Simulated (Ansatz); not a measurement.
Job for Ansatz (a program for electronic structure): U-wB97M-V/def2-TZVPP on CH2NO (SMILES N[C]=O), 2S+1 = 2, atoms moved off the minimum.

Ansatz 0.2 input:
```yaml
crystal:
  periodic: [false, false, false]
  atoms:
    - {symbol: N, position_ang: [-1.05130625, 0.05922741, 0.02175719]}
    - {symbol: C, position_ang: [0.20719800, -0.35307717, 0.06894720]}
    - {symbol: O, position_ang: [1.13826473, 0.21494120, -0.04180117]}
    - {symbol: H, position_ang: [-1.43856078, 1.02836488, 0.12076453]}
    - {symbol: H, position_ang: [-1.80682516, -0.72860342, 0.05357667]}
basis:
  gaussian:
    orbitals: def2-TZVPP
hamiltonian:
  xc: {name: wB97M-V}
magnetization: {spin_polarized: true, initial_magnetization: 1}
output: {forces: true}
```

Output:

```
WARN ansatz: RAYON_NUM_THREADS=1 ignored (pool sized by the plan → 1); use --threads N
Functional definition: wB97M-V
integrals: 0.04 GiB planned
604 factors; their error is unknown
integrals: 0.07 GiB planned
138 factors; integrals over basis functions are off by at most 8.2e-6 eV
mean field: 0.55 GiB planned
mean field evaluation 1: about -4600.9772 eV, gradient 3.4e1 eV
mean field evaluation 2: about -4601.2552 eV, gradient 3.5e1 eV
mean field evaluation 4: about -4604.9159 eV, gradient 1.7e0 eV
mean field evaluation 8: about -4604.9324 eV, gradient 4.4e-2 eV
mean field evaluation 16: about -4604.9400 eV, gradient 2.2e-4 eV
mean field -4604.94000093 eV, -169.2284236936 hartree, gradient 6.4e-5 eV, S^2 0.752412; 0 other end points of the search recorded, 0 dependent functions left out
the calculation of the forces begins
reference -4604.94003197 eV, -169.2284248346 hartree; 12, 11 occupied and 109, 110 virtual orbitals, 604 factors
Total energy: -4604.94003197 eV, -169.2284248346 hartree
Atom 0 at    -1.051306     0.059227     0.021757 Å, force    -4.938725    -1.554105     0.308210 eV/Å
Atom 1 at     0.207198    -0.353077     0.068947 Å, force    -8.131576    -5.317384     0.661462 eV/Å
Atom 2 at     1.138265     0.214941    -0.041801 Å, force     9.888923     5.607445    -0.789283 eV/Å
Atom 3 at    -1.438561     1.028365     0.120765 Å, force     1.043531    -1.116993    -0.221203 eV/Å
Atom 4 at    -1.806825    -0.728603     0.053577 Å, force     2.137846     2.381038     0.040813 eV/Å
Dipole moment:    -0.665688     0.054483     0.057617 e Å
```

The run converged.

Cost: around 6 core-seconds (rough).
